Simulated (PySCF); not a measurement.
All of these have the formula C5H8FN. Level of theory: TDDFT CAM-B3LYP/def2-SVPD, vertical, gas phase, core orbitals frozen in the response in PySCF 2.14.0, density-fitted response routines. Geometries: GFN2-xTB; one conformer of each isolated species. Triplets are in the Tamm–Dancoff approximation.

A. `[H]/N=C\C=C(\F)CC`
B. `[H]/N=C(/C)CC(=C)F`
C. `[H]/N=C/[C@@H]1CC[C@@H]1F`

Lowest singlet levels (six at most, fewer where fewer were computed) with oscillator strengths:

1. 256 nm (f 0.003); 205 nm (f 0.603); 172 nm (f 0.006); 167 nm (f 0.002); 165 nm (f 0.031); 160 nm (f 0.000); T1 3.49 eV
2. 233 nm (f 0.002); 170 nm (f 0.006); 162 nm (f 0.119); 160 nm (f 0.018); 154 nm (f 0.028); 149 nm (f 0.035); T1 4.53 eV
3. 236 nm (f 0.003); 183 nm (f 0.089); 177 nm (f 0.153); 169 nm (f 0.052); 163 nm (f 0.092); 158 nm (f 0.087); T1 4.30 eV

Question: Which spectrum belongs to which structure?

Answer: 1 = A, 2 = C, 3 = B.
- A: S1 at 4.84 eV, HOMO-1→LUMO (91%); Löwdin shares by element: HOMO carbon 60% or more, nitrogen 20% (atoms not listed hold the other 20%); LUMO carbon 56% or more, nitrogen 23% (atoms not listed hold the other 21%); HOMO -8.71 and LUMO -0.13 eV.
- B: S1 at 5.26 eV, HOMO→LUMO (59%), HOMO→LUMO+2 (16%), HOMO-1→LUMO (12%); Löwdin shares by element: HOMO carbon 38% or more, nitrogen 36% (atoms not listed hold the other 26%); LUMO carbon 44% or more, nitrogen 15% (atoms not listed hold the other 41%); HOMO -8.63 and LUMO 0.59 eV.
- C: S1 at 5.32 eV, HOMO→LUMO (86%); Löwdin shares by element: HOMO nitrogen 56%, carbon 15% or more, hydrogen 14% or more; LUMO carbon 44% or more, nitrogen 30% (atoms not listed hold the other 26%); HOMO -9.02 and LUMO 0.89 eV.
B and C have S1 within 0.07 eV of each other; their strongest listed levels stand at 7.00 eV (f 0.153) and 7.66 eV (f 0.119).
